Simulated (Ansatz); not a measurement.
Mulliken charges of CH6AlNSi (`[SiH3][N]1[CH2][AlH]1`) from PBE/def2-TZVPP in Ansatz (PBE0-D4/def2-TZVP geometry).

```tsv
atom	x (Å)	y (Å)	z (Å)	charge (e)
Si1	-1.064	1.048	-0.438	0.250
N2	0.304	0.066	-0.158	-0.195
C3	0.302	-1.145	0.779	-0.231
Al4	1.888	-0.661	-0.151	0.265
H5	-2.199	0.261	-1.006	-0.075
H6	-1.561	1.673	0.823	-0.075
H7	-0.699	2.126	-1.397	-0.073
H8	0.126	-0.897	1.827	0.089
H9	-0.354	-1.956	0.457	0.089
H10	3.341	-0.565	-0.734	-0.043
```

**Question.** By hand: the dipole of these point charges (1 e Å = 4.8032 D).

**Answer.** Σ q r = (0.274, -0.191, 0.052) e Å, of length 0.338 e Å = 1.62 D.

**Question.** How does the dipole of the full density compare? (Estimate.)

**Answer.** Computed: (0.400, -0.183, 0.001) e Å, 2.11 D; the point charges give 0.77 times that, at 13° from its direction.

Point charges leave out the atoms' own dipoles, such as those of lone pairs, and Mulliken's split depends on the basis, so the two needn't agree.
